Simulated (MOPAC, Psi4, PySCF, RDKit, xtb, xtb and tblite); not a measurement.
Two geometries of SMILES Bc1cccc(F)c1 (C6H6BF), relaxed at GFN2-xTB with one dihedral held; other torsions can differ between them too.

Structure A

```
14

B     -2.4354     0.0569    -0.2678
C     -0.8980     0.0156    -0.0922
C     -0.1820    -1.1873    -0.1707
C      1.1939    -1.2287    -0.0405
C      1.9086    -0.0644     0.1876
C      1.2099     1.1277     0.2696
F      1.8979     2.2703     0.4904
C     -0.1603     1.1870     0.1245
H     -3.0558    -0.9316    -0.2084
H     -2.9779     1.0784    -0.4326
H     -0.7246    -2.1052    -0.3418
H      1.7186    -2.1700    -0.1107
H      2.9816    -0.0686     0.2998
H     -0.6572     2.1427     0.1892
```

Structure B

```
14

B     -2.4252     0.0555    -0.2658
C     -0.8885     0.0155    -0.0752
C     -0.1431    -1.1296    -0.3869
C      1.2339    -1.1597    -0.2647
C      1.9185    -0.0483     0.1982
C      1.1890     1.0849     0.5129
F      1.8460     2.1772     0.9634
C     -0.1814     1.1404     0.3668
H     -3.0523    -0.9248    -0.1593
H     -2.9621     1.0738    -0.4657
H     -0.6623    -2.0088    -0.7388
H      1.7823    -2.0540    -0.5215
H      2.9910    -0.0487     0.3145
H     -0.7022     2.0529     0.6132
```

### Question
Which is lower in energy at the level PBE0-D3(BJ)/def2-SVP // GFN2-xTB (Psi4), and by how much?

### Answer
A is lower, by 5.41 kJ/mol (dihedral H9–B1–C2–C3: 15° in A, 30° in B).

E(B) − E(A) in kJ/mol at the other levels, on the same two geometries: GFN2-xTB (xtb and tblite) 1.96; PBE0/def2-SVP // GFN2-xTB (Psi4) 5.40; PBE/def2-SVP // GFN2-xTB (Psi4) 5.42; PBE-D3(BJ)/def2-SVP // GFN2-xTB (Psi4) 5.43; UFF // GFN2-xTB (RDKit) 6.23; PM3, restricted, heats of formation // GFN2-xTB (MOPAC) 2.26; AM1, restricted, heats of formation // GFN2-xTB (MOPAC) 1.26; GFN1-xTB // GFN2-xTB (xtb) 2.29; restricted B3LYP/6-31G*, spherical d, density fitting // GFN2-xTB (PySCF) 5.82; restricted BP86/6-31G*, spherical d, density fitting // GFN2-xTB (PySCF) 5.75; restricted Hartree-Fock/STO-3G // GFN2-xTB (PySCF) 4.45; restricted B3LYP/LANL2DZ // GFN2-xTB (PySCF) 6.26.
